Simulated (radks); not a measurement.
Values are calculated unless marked as measured or tabulated.
Valence configurations of La II (all share [Xe]). Level of theory: scalar-relativistic Kohn-Sham, PBE, spin-polarised, spherical densities, finite nucleus; open shells are filled with parallel spins first (spin-orbit coupling, left out, can overturn this in heavy ions); Fermi nuclear charge, rms radius 4.855 fm (a radial shooting solver on a logarithmic mesh with Libxc functionals). Order these by energy: 5d1 6s1; 5d2; 4f1 5d1; 5d1 6p1; 6p2; 5d1.5 6p0.5.

Answer. From the lowest, in eV above it: 5d1 6s1 0.000; 5d2 0.003; 4f1 5d1 1.096; 5d1.5 6p0.5 1.432; 5d1 6p1 3.057; 6p2 6.815. NIST lists [Xe] 5d2 as the ground configuration; this level of theory puts 5d1 6s1 lower, by 0.003 eV. The energies are those of spherical high-spin densities, not of single terms.
